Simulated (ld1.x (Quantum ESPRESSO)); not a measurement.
## PBE RRKJ dataset for cobalt (Co), scalar-relativistic all-electron reference.

```
Element                 : Co (Z = 27)
Generator               : ld1.x (Quantum ESPRESSO) 7.5
Type                    : norm-conserving RRKJ (Kleinman–Bylander form)
Functional              : PBE
Relativity              : scalar-relativistic
Frozen core             : [Ne]
Valence charge          : 17
Reference configuration : 3s2 3p6 3d7 4s0 4p0 (charge +2)
Partial waves           : 3p (bound): rc 0.80 bohr; 3d (bound): rc 1.70 bohr; 3s (bound): rc 0.85 bohr
Local potential         : the s channel
Core correction         : a·sin(br)/r model core inside 0.45 bohr
```

All-electron outer shells of the reference configuration (PBE, scalar-relativistic, ld1.x):

```json
{"shell": "2p", "level (eV)": "-788.77", "outermost node (bohr)": "–", "outermost maximum (bohr)": "0.17"}
{"shell": "3s", "level (eV)": "-121.48", "outermost node (bohr)": "0.31", "outermost maximum (bohr)": "0.67"}
{"shell": "3p", "level (eV)": "-84.73", "outermost node (bohr)": "0.28", "outermost maximum (bohr)": "0.68"}
{"shell": "3d", "level (eV)": "-27.06", "outermost node (bohr)": "–", "outermost maximum (bohr)": "0.66"}
{"shell": "4s", "level (eV)": "-20.94", "outermost node (bohr)": "0.95", "outermost maximum (bohr)": "2.10"}
{"shell": "4p", "level (eV)": "-14.67", "outermost node (bohr)": "1.03", "outermost maximum (bohr)": "2.50"}
```

Calculated quality:

```json
{
  "Cutoffs needed": "230 Ry and over 300 Ry (the cutoffs (Ry, on a coarse ladder) from which the occupation-weighted sum of valence levels, in a spherical-Bessel basis at the reference potential, stays within 10 and 1 mRy of its value at 400 Ry)",
  "Ghost test": "no extra level below or beside the all-electron valence levels (p, d, s, f tested) (spherical-Bessel basis up to 400 Ry, 20 bohr box)",
  "Largest excitation error": "+779 meV (all-electron minus pseudo) for 3s2 3p6 3d5 4s0 4p0, out of 7 test configurations"
}
```

Generation and tests took about 1.5 s on one core of a shared server CPU.
